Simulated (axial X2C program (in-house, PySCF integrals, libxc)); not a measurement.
## Correcting the dissociation energy of GeH for spin–orbit coupling

A spin-free PBE0 curve (one-electron X2C) was computed with an in-house relativistic program for diatomic molecules, basis Ge dyall-cv3z [9s9p7d4f1g], H dyall-v3z [6s2p1d] (cores contracted in-house), for the state M_S = 1/2, Λ = 1 (beyond evenly filled blocks: π+α). It gives D0 = 2.687 eV to Ge + H, which in a spin-free picture are the weighted means of the ground terms.

Measured levels of the ground terms (NIST Handbook of Basic Atomic Spectroscopic Data), in cm⁻¹: Ge 3P: J = 0 at 0, J = 1 at 557.1, J = 2 at 1410; H 2S: J = 1/2 at 0.

The two components of the molecular doublet are 945 cm⁻¹ apart in the PBE0 2c search (Ω = 1/2 lower), so the lower one lies 472 cm⁻¹ under their mean.

Q: How far does each ground level lie under the (2J+1)-weighted mean of its term?

A: Ge: (1 × 0 + 3 × 557.1 + 5 × 1410)/9 = 969 cm⁻¹; H: a single level, 0.

Q: Correct D0.

A: D0 = 2.687 + (472 − 969)/8065.5 = 2.625 eV at PBE0 with these spin–orbit terms.

Second-order spin–orbit effects in the molecule, which grow quickly with Z, are left out. The state is one determinant whose occupation by symmetry is held fixed; it was picked as the lowest of a PBE0 search that is not exhaustive. Dissociation energies refer to the lowest single-determinant-based atoms at the same level and basis. The functionals have no current-density term, which raises determinants with orbital currents, atoms included.
